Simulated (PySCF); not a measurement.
**How methods differ on the ionisation energy of Te²⁺**

Te²⁺ [Kr] 4d10 5s2 5p2 (3P) → Te³⁺ [Kr] 4d10 5s2 5p1 (2P), as a difference of total energies. All numbers are calculated (PySCF 2.14, scalar relativity by spin-free X2C-1e, in x2c-TZVPPall (8s6p4d2f, 60 functions)). Correlated levels: valence: [Kr] 4d10 frozen. The calculations carry no spin-orbit coupling.

```csv
method,ionisation energy (eV)
UHF,26.928
MP2 (valence),27.223
SCS-MP2 (valence),27.163
CCSD (valence),27.256
CCSD(T) (valence),27.273
CCSDT (valence),27.277
```

Q: How much does correlation contribute at CCSD(T) (valence)?

A: 27.273 − (26.928) = 0.345 eV, measured against UHF.

The reference lies between the lowest fine-structure levels, while these numbers refer to the centres of the terms.

Errors of the correlated levels include the incompleteness of this basis and the frozen core.

For comparison: 27.84 ± 0.04 eV (measured; NIST Atomic Spectra Database, ionization energies).
